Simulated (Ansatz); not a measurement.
```yaml
atoms:
  - { symbol: Fe, position_ang: [0.0000, 0.0000, 0.0000] }
  - { symbol: H, position_ang: [0.0000, 0.0000, 1.6060] }
```

Basis set: pcseg-2 (spherical functions). Charge 0, multiplicity 4.

Computed with Ansatz (development build ahead of 0.2.0); each method stands on the lowest determinant of its kind that the runs found.

(1) Give the atomization energy at this shape (free ground-state atoms in the same class of orbitals less the molecule, no zero-point energy) of quartet FeH by r²SCAN (unrestricted), PBE0 (unrestricted), UHF, ROHF.

## Answers

(1)

```tsv
method	atomization energy
r²SCAN (unrestricted)	234.7 kJ/mol
PBE0 (unrestricted)	214.3 kJ/mol
UHF	97.3 kJ/mol
ROHF	-66.2 kJ/mol
```

Caution: another spin multiplicity may lie lower. Caution for r²SCAN (unrestricted), PBE0 (unrestricted): the unrestricted determinant is spin contaminated. Caution for UHF: the unrestricted determinant is a mixture of spin states. Caution for ROHF: an unrestricted determinant lies well below.

The shape needn't be a minimum at these levels.
